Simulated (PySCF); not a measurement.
**Electronic absorption of C6H7P**

Species: C6H7P.
SMILES: `CC1=CC=CP=C1`

The calculation used TDDFT PBE0/def2-SVPD, vertical, gas phase, core orbitals frozen in the response in PySCF. Geometry: GFN2-xTB; no solvent, vibrations or thermal averaging.

| state | λ (nm) | E (eV) | f | main configurations (H = HOMO, L = LUMO) |
| --- | --- | --- | --- | --- |
| S1 | 256.9 | 4.83 | 0.0029 | H-1→L (51%), H→L+1 (40%) |
| S2 | 251.2 | 4.94 | 0.017 | H-2→L (99%) |
| S3 | 239.7 | 5.17 | 0.105 | H→L (81%), H-1→L+1 (8%) |
| S4 | 225.5 | 5.50 | 0.0000 | H-2→L+1 (99%) |
| S5 | 205.1 | 6.05 | 0.310 | H→L+1 (48%), H-1→L (42%) |
| S6 | 199.5 | 6.21 | 0.0000 | H-3→L (99%) |
| S7 | 187.6 | 6.61 | 0.470 | H-1→L+1 (85%), H→L (9%) |
| S8 | 185.4 | 6.69 | 0.0043 | H→L+2 (95%) |

Triplets, Tamm–Dancoff:

```json
{"state": "T1", "E (eV)": "3.20", "λ (nm)": "387.5", "main configurations (H = HOMO, L = LUMO)": "H→L (92%)"}
{"state": "T2", "E (eV)": "3.98", "λ (nm)": "311.5", "main configurations (H = HOMO, L = LUMO)": "H-2→L (97%)"}
{"state": "T3", "E (eV)": "4.15", "λ (nm)": "298.7", "main configurations (H = HOMO, L = LUMO)": "H-1→L (73%), H→L+1 (25%)"}
```

The lowest singlet lies at 4.83 eV (257 nm, ultraviolet) and is very weak; its leading configuration is HOMO-1→LUMO (51%). The strongest level in the table is S7 at 6.61 eV (188 nm, f = 0.470). Löwdin shares by element: HOMO carbon 48% or more, phosphorus 28% (atoms not listed hold the other 24%); LUMO carbon 46% or more, phosphorus 35% (atoms not listed hold the other 19%). The listed states span 1.86 eV, and the widest gap between neighbours is 0.55 eV (S4 to S5). Weighted by f, the mean energy of these states is 6.21 eV. Of the 8 states listed, 4 reach f = 0.01 and 2 stay under 0.0005. The window holds the lowest 8 singlets.

The run took 30 s of wall time on one thread of an Arm Neoverse V1, no GPU, shared host with 32 logical CPUs at a one-minute load of 11, and the process peaked at 0.80 GiB of memory.
